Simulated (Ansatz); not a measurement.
Relaxation of H4NPTe (7 atoms, charge 0, multiplicity 1), to a largest force component of 0.015 eV/Å in at most 40 steps.

The calculation used RKS B3LYP/def2-SVP (Ansatz).

```xyz
7
Properties=species:S:1:pos:R:3
N -0.616 0.429 -0.687
P -0.469 0.131 1.052
Te 0.887 -1.896 0.663
H -1.322 -0.172 -1.056
H -1.062 1.429 -0.793
H 0.682 1.029 1.196
H 1.961 -1.017 -0.421
```

Where does it end, and by what steps?

The run converged. After 16 steps the energy has fallen by 0.591 eV; H5 moved furthest, 0.90 Å.

```tsv
step	energy less start (eV)	largest force component (eV/Å)	accepted
0	0.0000	3.486	yes
1	-0.2104	0.790	yes
2	-0.2720	0.842	yes
3	-0.3306	0.208	yes
4	-0.3008	1.992	no
5	-0.3513	0.148	yes
6	-0.3676	0.571	yes
7	-0.4024	0.474	yes
8	-0.4062	0.557	yes
9	-0.4206	1.297	yes
10	-0.4988	0.875	yes
11	-0.5364	1.341	yes
12	-0.5778	0.446	yes
13	-0.5853	0.229	yes
14	-0.5887	0.053	yes
15	-0.5912	0.026	yes
16	-0.5913	0.009	yes
```

```xyz
7
Properties=species:S:1:pos:R:3
N -1.070 0.682 -0.481
P -0.538 -0.008 0.989
Te 1.138 -1.918 0.503
H -1.867 0.212 -0.904
H -0.400 0.964 -1.193
H 0.498 0.938 1.244
H 2.300 -0.938 -0.203
```

Run time: 64 s on 1 thread of Arm Neoverse V1 (shared host), peak memory 0.16 GiB.
